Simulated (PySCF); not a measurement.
Harmonic spectrum computed at PBE0 in the def2-TZVP basis family (core potentials from Rb on, PySCF, no spin–orbit coupling):

| ω (cm⁻¹) | IR (km/mol) |
| --- | --- |
| 490 | 23.1 |
| 668 | 14.0 |
| 1848 | 247 |

Task: Which molecule gave it? In each, all ligands are bound to the one heavy central atom.
A. HInS (singlet)
B. HSbS (singlet)
C. HBiS (singlet)
D. HTlS (singlet)
E. HIS (singlet)

Result: B. It has Cs symmetry with Sb–H 1.737 Å, Sb–S 2.220 Å.
